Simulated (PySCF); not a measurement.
A species of formula C7H11P has this rotational fingerprint, computed with PBE0/pcSseg-1 in PySCF (dipole) on a GFN2-xTB geometry, gas phase:

```
Rotational constants : A = 2949, B = 1326, C = 1041 MHz
Dipole components    : |μa| = 0.94 D, |μb| = 0.00 D, |μc| = 1.24 D
Inertial defect      : -66.73 u·Å²
κ                    : -0.70
```

Question: Which structure is it? (One computed conformer of each.)
A. `Cc1cp(C)cc1C`
B. `[CH2:1]=[CH:2]/[CH:3]=[P:4]/[CH:5]1[CH2:6][CH2:7][CH2:8]1` with C1–C2–C3–P4 179°, C3–P4–C5–C6 53°, P4–C5–C6–C7 -132°, C5–C6–C7–C8 9°, C6–C7–C8–C5 -9°, P4–C5–C8–C7 133°
C. `[CH:1]#[C:2][P:3]([CH2:4][CH3:5])[C:6](=[CH2:7])[CH3:8]` with C2–P3–C4–C5 69°, C2–P3–C6–C7 -4°
D. `[CH:1]#[C:2][CH2:3][P:4]([CH:5]=[CH2:6])[CH2:7][CH3:8]` with C2–C3–P4–C5 -165°, C3–P4–C5–C6 -126°, C3–P4–C7–C8 -171°
E. `[CH:1]#[C:2][P:3]([CH:4]=[CH2:5])[CH:6]([CH3:7])[CH3:8]` with C2–P3–C4–C5 155°, C2–P3–C6–C7 -48°
F. `[CH2:1]=[CH:2][CH2:3][P:4]1[CH:5]=[CH:6][CH2:7][CH2:8]1` with C1–C2–C3–P4 108°, C2–C3–P4–C5 49°

Answer: A. It is Cc1cp(C)cc1C, an asymmetric top, point group Cs. The candidates at the same level (rigid rotor, commonest isotopes):

```tsv
SMILES	A (MHz)	B (MHz)	C (MHz)	μa (D)	μb (D)	μc (D)	Δ (u·Å²)	point group	rotor
Cc1cp(C)cc1C	2949	1326	1041	0.94	0.00	1.24	-66.73	Cs	asymmetric top
C#CP(CC)C(=C)C	2129	1418	974.8	0.18	0.43	1.17	-75.32	C1	asymmetric top
C=C/C=P/C1CCC1	3217	940.3	822.9	0.82	1.24	0.00	-80.41	near Cs	near-prolate asymmetric top
C=CCP1C=CCC1	2370	1557	1313	0.20	1.38	0.29	-152.99	C1	asymmetric top
C#CP(C=C)C(C)C	1853	1571	1124	0.00	0.71	1.13	-144.90	C1	asymmetric top
C#CCP(C=C)CC	2396	1141	837.3	0.87	0.07	1.16	-50.28	C1	asymmetric top
```

`C#CP(CC)C(=C)C` has A 28 % too low; `C#CP(C=C)C(C)C` has A 37 % too low; `C=CCP1C=CCC1` has C 26 % too high; `C=C/C=P/C1CCC1` has B 29 % too low; `C#CCP(C=C)CC` has C 20 % too low. In the right answer the mirror of this Cs structure is the ac plane, so μb vanishes by symmetry. No structure here is proved a minimum.
